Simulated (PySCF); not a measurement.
Basis and Hamiltonian dependence of the excitation energy of Sr⁺

Sr⁺ [Kr] 5s1 (2S) → Sr⁺ [Kr] 5p1 (2P). Calculated with PySCF 2.14 from differences of total energies of unrestricted determinants, without spin-orbit coupling. Values in eV.

```csv
basis,Hamiltonian,functions,UHF,PBE,PBE0,CCSD(T) (valence and next inner shell)
def2-TZVPPD with the def2 core potential (28 electrons),ECP,40,2.769,2.753,2.765,2.988
aug-cc-pVDZ-X2C,spin-free X2C,45,2.765,2.720,2.740,n/a
ANO-RCC-VTZP,spin-free X2C,47,2.754,2.742,2.754,2.965
def2-QZVPPD with the def2 core potential (28 electrons),ECP,63,2.747,2.735,2.746,2.992
aug-cc-pVTZ-X2C,spin-free X2C,68,2.744,2.719,2.733,n/a
x2c-TZVPPall,spin-free X2C,79,2.763,2.715,2.738,2.993
aug-cc-pwCVTZ-X2C,spin-free X2C,93,2.744,2.720,2.734,2.990
"x2c-TZVPPall with one added diffuse shell each of s, p, d, f type",spin-free X2C,95,2.759,2.715,2.736,2.992
aug-cc-pVQZ-X2C,spin-free X2C,102,2.747,2.723,2.737,n/a
"aug-cc-pwCVTZ-X2C with one added diffuse shell each of s, p, d, f type",spin-free X2C,109,2.744,2.720,2.734,2.991
x2c-QZVPPall,spin-free X2C,111,2.746,2.728,2.739,n/a
dyall-av2z,non-relativistic,125,2.617,2.579,2.593,n/a
```

Frozen in the all-electron rows: valence: [Kr]; valence and next inner shell: [Ar] 3d10; with a core potential, the same shells as far as they lie outside it.

Non-relativistic rows lack the scalar-relativistic shift.

Reference for a calculation without spin-orbit coupling: 3.007 eV (measured, between term centres; NIST).
